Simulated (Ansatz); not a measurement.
`F[SiH]1CN1` + PH₃ → `P[SiH]1CN1` + H–F at 600 K and 1 bar (ligand exchange at the Si–F bond).

Computed with Ansatz on PBE0-D4/def2-TZVP structures; ΔE is electronic, products minus reactants. CCSD(T)/CBS adds triple-zeta CCSD(T) − MP2 to the extrapolated MP2 energy (def2 sets, frozen cores). This one scheme is used for every species. Each species was taken in one conformer, which may not be the lowest.

```csv
species,CCSD(T)/CBS energy (Eh),H − E (kJ/mol),S (J/(mol·K))
`F[SiH]1CN1`,-484.06067,186.6,360.0
PH₃,-342.72256,86.3,240.2
`P[SiH]1CN1`,-726.34548,237.8,410.4
H–F,-100.39570,42.3,194.0
```

H − E and S are ideal-gas, rigid-rotor, harmonic terms from PBE0-D4/def2-TZVP, for one conformer and one mirror image of each species. 1 Eh = 2625.50 kJ/mol, R = 8.31446 J/(mol·K).

Q: By hand: ΔE, ΔH, ΔS and ΔG.

A: ΔE = (-726.34548) + (-100.39570) − (-484.06067) − (-342.72256) = 0.04205 Eh = 110.4 kJ/mol. Δ(H − E) = 237.8 + 42.3 − 186.6 − 86.3 = 7.2, so ΔH = 117.6 kJ/mol. ΔS = 410.4 + 194.0 − 360.0 − 240.2 = 4.2 J/(mol·K). ΔG = 117.6 − 600 × (4.2)/1000 = 115.1 kJ/mol.

Q: By hand: the equilibrium constant, and the temperature at which ΔG would vanish if ΔH and ΔS stayed fixed.

A: log₁₀ K = −ΔG/(RT ln 10) = -10.0. ΔG = 0 at ΔH/ΔS = 28000 K, far beyond where these terms or the molecules hold.

The number of gas molecules stays the same, so ΔS is small and ΔH decides. A doubt of 5 kJ/mol in ΔE shifts log₁₀ K by 0.4 here. Other conformers and mirror images would add mixing entropy, several J/(mol·K) or more a flexible species. These are equilibria of isolated gas molecules and say nothing of rates. Largest T1 diagnostic: 0.014 (customary marks: 0.02 for closed shells, 0.045 for open ones).
